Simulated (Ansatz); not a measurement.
The cluster Ti₄Al⁺, relaxed as a singlet with RKS B3LYP-D4/def2-SVP in Ansatz, starting from the GFN1-xTB geometry. Force threshold 0.02 eV/Å.

The restricted singlet is unstable towards broken spin symmetry in Hartree–Fock (as tested in another run); at B3LYP-D4/def2-SVP this wasn't settled. The relaxation made no stability test and no search for a lower SCF solution. No other spin state of charge 1 was run. Another isomer (singlet) lies 0.46 eV lower at PBE0-D4/def2-TZVP; other spin states weren't run for this one.

Start:

Cartesian coordinates in Å:
```
Ti 1.090 -1.001 1.267
Ti 0.660 1.761 0.652
Ti -0.157 -1.524 -1.262
Ti 0.202 1.153 -2.058
Al -1.795 -0.388 1.401
```

Estimate the energy that the relaxation releases and the steps that it takes.

3.84 eV, in 25 steps; 2.7 min on 4 threads of Arm Neoverse V2 on a shared host. The force fell under the threshold at step 15, but the optimiser went on and released 0.128 eV more. No frequencies were taken in this run, so the end may be a saddle point.

Does the start keep its bonding?

Bonds formed: Ti4–Al5 (atoms count from 1). Metal–metal contacts that move far: Ti1–Ti4 4.06 to 2.58 Å, Ti2–Al5 3.35 to 2.67 Å, Ti3–Al5 3.33 to 2.68 Å.

Predict the relaxed structure.


```xyz
5

Ti    1.0411   -0.6229    0.5206
Ti    0.6123    1.5711    1.0055
Ti   -0.1822   -1.8146   -0.8411
Ti    0.0301    0.8766   -1.3176
Al   -1.5012   -0.0103    0.6325
```
Bond lengths (bridged metal pairs left out): 5 × Ti–Ti 2.18 to 2.74 Å; 4 × Al–Ti 2.62 to 2.68 Å.
